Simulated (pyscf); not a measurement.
**HO–P(OH)–SiH₃ (SMILES OP(O)[SiH3]), singlet**

Gas-phase minimum from PySCF at ωB97X-D3(BJ)/def2-SVP, one conformer. HO–P(OH)–SiH₃ lies 40.9 kcal/mol over its isomer HO–SiH₂–O–PH₂ (electronic energy, ωB97M-D3(BJ)/def2-TZVP). 

```xyz
9

O      1.2012     1.5893    -1.3875
P      0.6027     1.6129     0.1746
O     -1.0584     1.6075    -0.0239
Si     0.7322    -0.6291     0.4179
H      1.5599     2.4551    -1.6177
H     -1.4191     2.4791     0.1797
H      0.0443    -1.2898    -0.7249
H      2.1686    -1.0283     0.4555
H      0.0821    -1.0141     1.7036
```

Bonded distances (Å): O1–P2 1.673, O1–H5 0.965, P2–O3 1.673, P2–Si4 2.259, O3–H6 0.965, Si4–H7 1.488, Si4–H8 1.491, Si4–H9 1.491. Angles (°): P2–O1–H5 110.1, O1–P2–O3 104.1, O1–P2–Si4 93.8, O3–P2–Si4 93.8, P2–O3–H6 110.1, P2–Si4–H7 109.4, P2–Si4–H8 108.9, P2–Si4–H9 108.9, H7–Si4–H8 110.2, H7–Si4–H9 110.2, H8–Si4–H9 109.2.

Properties at ωB97X-D3(BJ)/def2-SVP:

Harmonic wavenumbers, unscaled: 152, 165, 217, 335, 345, 417, 481, 588, 593, 816, 837, 910, 949, 957, 1032, 1062, 2256, 2262, 2277, 3881, 3882 cm⁻¹
Zero-point energy: 34.9 kcal/mol
Rotational symmetry number: 1
Entropy of this conformer at 298 K and 1 atm, rigid rotor and harmonic oscillator, modes under 100 cm⁻¹ raised to 100: 329.6 J/(mol K)
Dipole moment: 2.17 D

Single-point totals, which compare only within one level (frozen core for MP2 and CC):

| level | total energy (hartree) |
|---|---|
| ωB97X-D3(BJ)/def2-TZVP | -784.48985 |
| PBE/def2-TZVP | -783.94836 |
| r²SCAN/def2-TZVP | -784.29011 |
| B3LYP-D3(BJ)/def2-TZVP | -784.47440 |
| PBE0-D3(BJ)/def2-TZVP | -784.00971 |
| M06-2X/def2-TZVP | -784.31313 |
| ωB97M-D3(BJ)/def2-TZVP | -784.53651 |
| HF/def2-TZVPP | -782.42938 |
| MP2/def2-TZVPP | -783.19041 |
| CCSD/def2-TZVPP | -783.22785 |
| CCSD(T)/def2-TZVPP | -783.25860 |

Soft torsions are taken as harmonic, which can shift the entropy by several J/(mol K). The CCSD(T) − MP2 part came from Ansatz, without density fitting, on the same reference.
